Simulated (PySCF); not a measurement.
Changes within a family of molecules, several properties at once.

PySCF, wB97X-D/def2-SVPD, density fitting, gas phase; each molecule at its own GFN2-xTB geometry, one conformer. Singlet excitations by full TDDFT with frozen cores and triplets by Tamm–Dancoff TDDFT. 

Torsions of the conformers computed, which needn't be the lowest (atom-mapped SMILES):
- `[CH2:1]=[C:2]([CH2:3][CH2:4][CH3:5])[S:6][SiH3:7]`: C1–C2–C3–C4 -103°, C2–C3–C4–C5 180°, C1–C2–S6–Si7 14°
- `[CH2:1]=[C:2]([CH2:3][F:4])[S:5][SiH3:6]`: C1–C2–C3–F4 0°, C1–C2–S5–Si6 -9°
- `[CH2:1]=[C:2]([CH3:3])[S:4][SiH2:5][OH:6]`: C1–C2–S4–Si5 -117°, C2–S4–Si5–O6 36°, H–O6–Si5–S4 46°
- `[CH2:1]=[C:2]([CH3:3])[S:4][SiH2:5][NH2:6]`: C1–C2–S4–Si5 13°, C2–S4–Si5–N6 167°, H–N6–Si5–S4 171°, H–N6–Si5–S4 26°
- `[CH2:1]=[CH:2][CH2:3][C:4](=[CH2:5])[S:6][SiH3:7]`: C1–C2–C3–C4 113°, C2–C3–C4–C5 95°, C3–C4–S6–Si7 90°
- `[CH2:1]=[CH:2][SiH2:3][S:4][C:5](=[CH2:6])[CH3:7]`: C1–C2–Si3–S4 0°, C2–Si3–S4–C5 -175°, Si3–S4–C5–C6 -9°

Reference: `C=C1C[SiH2]S1`, with HOMO energy -8.14 eV, LUMO energy 1.24 eV, lowest singlet excitation 5.11 eV, lowest triplet excitation 4.04 eV, mean polarisability 80.3 au and dipole moment 2.21 D.

Changes against it:

```csv
molecule,Δ HOMO energy (eV),Δ LUMO energy (eV),Δ lowest singlet excitation (eV),Δ lowest triplet excitation (eV),Δ mean polarisability (au),Δ dipole moment (D)
C=C(C)S[SiH2]O,-0.56,+0.21,+0.57,+0.25,+6.4,-0.94
C=C(C)S[SiH2]N,-0.05,+0.25,+0.18,+0.12,+11.7,-1.23
C=CCC(=C)S[SiH3],-0.57,-0.10,+0.20,+0.21,+25.6,-0.52
C=C[SiH2]SC(=C)C,-0.10,+0.05,+0.48,+0.14,+27.6,-1.67
```

Rows whose labels were lost:

```csv
row,Δ HOMO energy (eV),Δ LUMO energy (eV),Δ lowest singlet excitation (eV),Δ lowest triplet excitation (eV),Δ mean polarisability (au),Δ dipole moment (D)
P,-0.43,+0.18,+0.54,+0.15,+4.7,-0.39
Q,-0.12,+0.43,+0.50,+0.10,+28.8,-1.20
```

Question: Which row belongs to which of `C=C(CCC)S[SiH3]` and `C=C(CF)S[SiH3]`?

Answer: P = `C=C(CF)S[SiH3]` and Q = `C=C(CCC)S[SiH3]`. P and Q are told apart most clearly by the mean polarisability (+4.7 against +28.8 au).

Question: Which row has the smallest HOMO–LUMO gap and which the largest, and does the HOMO or the LUMO shift more there?

Answer: Smallest, counted from the reference: `C=C[SiH2]SC(=C)C`, +0.15 eV (HOMO -0.10, LUMO +0.05), the larger shift being that of the HOMO. Largest: `C=C(C)S[SiH2]O`, +0.77 eV (HOMO -0.56, LUMO +0.21), the larger shift being that of the HOMO. The gap of the reference itself lies below all of them.
